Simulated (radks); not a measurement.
Problem. Species: Pb VII. Configuration: [Xe] 4f14 5d8 (the NIST ground configuration). Method: Dirac Kohn-Sham, PBEsol, spin-unpolarised, spherical densities, point nucleus; open shells are shared between the two j in proportion to 2j + 1; computed with a radial shooting solver on a logarithmic mesh with Libxc functionals.

Spin-orbit splittings of the eigenvalues, e(l+1/2) - e(l-1/2), with zeta = 2 splitting/(2l+1) and mean radii in bohr:

shell  occ.  splitting (eV)  zeta (eV)  <r> j=l-1/2  <r> j=l+1/2
2p        6            2189       1459      0.05488      0.06380
3p        6           488.4      325.6       0.1645       0.1807
3d       10           103.9      41.57       0.1570       0.1619
4p        6           119.7      79.79       0.3853       0.4199
4d       10           22.34      8.938       0.4245       0.4355
4f       14           5.047      1.442       0.4499       0.4561
5p        6           23.16      15.44       0.9014       0.9854
5d        8               ?          ?        1.176        1.207

Estimate the 5d splitting.

Solution. 3.076 eV (zeta = 1.230 eV).
